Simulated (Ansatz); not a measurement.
`C[NH][InH][F]` + `C[BH][GeH2][Cl]` → `C[NH][In]([CH3])[F]` + `[BH2][GeH2][Cl]`  (redistribution)

Program: Ansatz. Geometries: PBE0-D4/def2-TZVP. ΔE: electronic, gas phase. CCSD(T)/CBS is the MP2 limit (def2-TZVPP, def2-QZVPP) plus CCSD(T) − MP2 in def2-TZVPP, frozen cores. Functionals use def2-TZVPP. B3LYP here is the variant with VWN-RPA as its local correlation; programs differ in this. Elements past krypton have def2 core potentials. For Ge, In outer-core shells are correlated without core-valence functions, which leaves a few kJ/mol of doubt a bond. Scalar relativity is left out up to krypton. Each species was taken in one conformer, which may not be the lowest.

`C[NH][InH][F]`:

```xyz
9

C    -0.861   -0.501    0.854
N    -0.444    0.564   -0.033
In    1.215    0.561   -1.121
F     2.093   -1.144   -0.699
H    -0.960   -0.159    1.892
H    -1.821   -0.939    0.553
H    -0.119   -1.301    0.844
H    -1.086    1.338   -0.071
H     1.985    1.581   -2.219
```

`C[BH][GeH2][Cl]`:

Z-matrix (Å, degrees):
```
C
B 1 1.541
H 1 1.106 2 102.7
H 1 1.092 2 114.8 3 114.0
H 1 1.091 2 115.6 3 -114.6
Ge 2 2.065 1 122.2 3 91.5
H 2 1.199 1 121.1 3 -84.7
Cl 6 2.177 2 109.3 1 3.7
H 6 1.540 2 114.0 1 121.2
H 6 1.540 2 114.3 1 -113.8
```

`C[NH][In]([CH3])[F]`:

```xyz
12

C     2.150   -0.278   -0.187
N     1.018    0.067   -1.012
In   -0.902    0.247   -0.521
C    -2.114    0.051    1.209
F    -1.820    0.747   -2.190
H     2.903    0.520   -0.151
H     1.832   -0.458    0.843
H     2.655   -1.192   -0.527
H     1.255    0.243   -1.976
H    -3.140    0.297    0.940
H    -1.767    0.728    1.990
H    -2.070   -0.972    1.582
```

`[BH2][GeH2][Cl]`:

Cartesian coordinates in Å:
```
B 0.034 -1.272 -0.192
Ge 0.068 0.773 -0.002
Cl -1.135 1.418 1.683
H 0.651 -1.776 -1.081
H -0.583 -1.957 0.562
H 1.482 1.321 0.261
H -0.517 1.493 -1.231
```

```tsv
level	ΔE (eV)
B3LYP-D4	0.38
B3LYP	0.35
HF/def2-QZVPP	0.29
MP2/def2-QZVPP	0.27
```

(1) What does CCSD(T)/CBS give? (Best estimate.)

Largest T1 diagnostic among the species: 0.016.

Answers

(1) Computed: +0.30 eV. The listed levels differ from it by 0.08, 0.05, -0.01, -0.03 eV.

The D4 term adds +0.04 eV with B3LYP and +0.02 eV with PBE0; it sums over pairs of atoms, weighted by their polarisabilities, and B3LYP, whose exchange is more repulsive, gets the larger term.
